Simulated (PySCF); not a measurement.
BGe2H4N (calculated)

Calculation on a computer-drawn molecule: the log of a Hartree-Fock and frozen-core CCSD(T) single point meant for a local Hartree-Fock minimum, with one planted fault or none, to be diagnosed. Offsets are logged minus clean, where the clean run is the same molecule without the fault. The reference is restricted for singlets and unrestricted otherwise, and also for a bond in bohr or an excited solution. Adding or removing an electron swaps singlet and doublet. The excited solution moves the top pair (singlet) or top alpha electron (doublet) to the lowest empty orbital. Highest occupied and lowest empty are orbital energies over both spins, largest force is the largest gradient component, triples share is (T) over the correlation energy, the T1 limit is 0.02 restricted and 0.045 unrestricted, electrons count all cores, a negative frequency is imaginary (commonest isotopes), and the dipole is about the centre of nuclear charge; on germanium a core potential holds 10 electrons, which the energies leave out, and 3d is frozen in MP2 and coupled-cluster steps. Program: PySCF 2.14.0.

### BGe2H4N

Logged structure:
```xyz
8
BGe2H4N
B      0.2611     2.3044    -0.6877
Ge    -1.6867     1.6413    -0.4111
N     -2.4900     0.7438    -1.5750
Ge    -3.4948     0.0397    -2.8764
H      0.8468     2.8707     0.1874
H      0.7833     2.1031    -1.7417
H     -2.4080     1.9410     0.9065
H     -3.1488    -1.4909    -2.5700
```

| Property | Result |
| --- | --- |
| meant charge | 0 |
| meant multiplicity | 1 |
| meant basis | cc-pVDZ |
| meant basis and core potential on germanium | cc-pVDZ-PP ECP10MDF |
| logged electrons | 79 |
| logged basis functions | 94 |
| logged SCF converged | yes |
| logged spin squared | 0.7853 |
| logged highest occupied | -14.765 eV |
| logged lowest empty | -6.0369 eV |
| logged largest force | 0.062521 hartree/bohr |
| logged T1 diagnostic | 0.030553 |
| logged D1 diagnostic | 0.10364 |
| logged triples share | 0.041625 |
| logged CC converged | yes |
| logged dipole magnitude | 0.75637 debye |
| logged SCF stable within its kind | yes |
| logged energy HF | -667.86786 hartree |
| logged energy CCSD(T) | -668.32407 hartree |
| possible faults | no fault, one electron removed, one electron added, multiplicity raised by two, geometry at a saddle point, SCF held on an excited solution, minimal basis STO-3G, one bond length entered in bohr, all coordinates scaled |
| planted fault | one electron removed |
| HF energy offset from clean run | 157.3 kcal/mol |
| CCSD(T) energy offset from clean run | 178.2 kcal/mol |

Drawn bonds:
```
atom  other atom  order
   1           2      1
   2           3      2
   3           4      1
   1           5      1
   1           6      1
   2           7      1
   4           8      1
```
